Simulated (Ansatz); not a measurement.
A nudged elastic band was laid between two geometries of C2H8BNS (13 atoms, charge 0, multiplicity 1).

Computed with RKS r2SCANh-D4/def2-SVP in Ansatz.

| Item | Value |
| --- | --- |
| movable images | 5 |
| climbing image | yes |
| spring | 5.0 eV/Å² |
| optimiser | quadratic models (default) |
| start path | IDPP |
| force threshold | 0.05 eV/Å |
| iteration limit | 60 |
| end points | relaxed |

Image 0:

```xyz
13
Properties=species:S:1:pos:R:3
B 0.548 1.070 0.763
C -0.176 -0.214 0.187
C -1.403 -0.154 -0.653
N 0.311 -1.412 0.431
S 1.419 1.504 -0.930
H 1.336 0.808 1.659
H -0.230 1.979 0.986
H -2.269 -0.208 0.028
H -1.456 0.802 -1.184
H -1.484 -0.981 -1.375
H 1.103 -1.501 1.060
H -0.025 -2.252 -0.029
H 2.346 0.524 -0.927
```

Image 6:

```xyz
13
Properties=species:S:1:pos:R:3
B 0.315 0.836 1.108
C -0.135 -0.293 0.093
C -1.335 -0.177 -0.780
N 0.572 -1.396 -0.021
S 1.117 1.959 -0.273
H 1.121 0.434 1.933
H -0.630 1.465 1.549
H -1.555 0.875 -0.988
H -1.245 -0.729 -1.728
H -2.189 -0.593 -0.220
H 1.354 -1.544 0.609
H 0.416 -2.084 -0.751
H 2.215 1.214 -0.516
```

Problem. Which bonds break or form, and what moves?

Solution. No bond is made or broken. The dihedral N4–C2–C3–H9 goes from -153 to -29°. The two ends are copies of one structure, up to a mirror image or an exchange of like atoms.

Problem. Give the energies along the band, and the barrier.

Solution. It converged. The highest image is number 3 of 0 to 6, 0.050 eV above the ends, which have the same energy within 2 meV. A vibrational analysis at the climbing image gives one clearly imaginary mode, 149i cm⁻¹: a first-order saddle point.

| image | path coordinate (Å) | energy (eV) | dihedral N4–C2–C3–H9 (°) |
| --- | --- | --- | --- |
| 0 | 0.00 | 0.000 | -153 |
| 1 | 0.67 | 0.010 | -133 |
| 2 | 1.34 | 0.033 | -111 |
| 3 | 2.00 | 0.050 | -87 |
| 4 | 2.57 | 0.035 | -66 |
| 5 | 3.13 | 0.009 | -47 |
| 6 | 3.69 | 0.000 | -29 |

Problem. What is the geometry of the highest image?

Solution. 
```xyz
13
Properties=species:S:1:pos:R:3
B 0.391 0.866 1.054
C -0.152 -0.310 0.140
C -1.333 -0.192 -0.766
N 0.498 -1.450 0.103
S 1.064 2.031 -0.354
H 1.267 0.473 1.814
H -0.522 1.472 1.586
H -2.033 0.557 -0.378
H -0.998 0.164 -1.750
H -1.851 -1.154 -0.898
H 1.303 -1.565 0.712
H 0.261 -2.210 -0.527
H 2.127 1.285 -0.721
```

Problem. What are the harmonic wavenumbers there?

Solution. 149i, 71, 184, 268, 362, 426, 505, 593, 651, 681, 726, 789, 876, 948, 996, 1017, 1036, 1041, 1159, 1337, 1373, 1441, 1463, 1511, 1659, 2449, 2531, 2704, 3064, 3165, 3196, 3538, 3670 cm⁻¹.

Run time: 110 s on 2 threads of Intel(R) Xeon(R) 6975P-C (Granite Rapids) (shared host), peak memory 0.32 GiB.
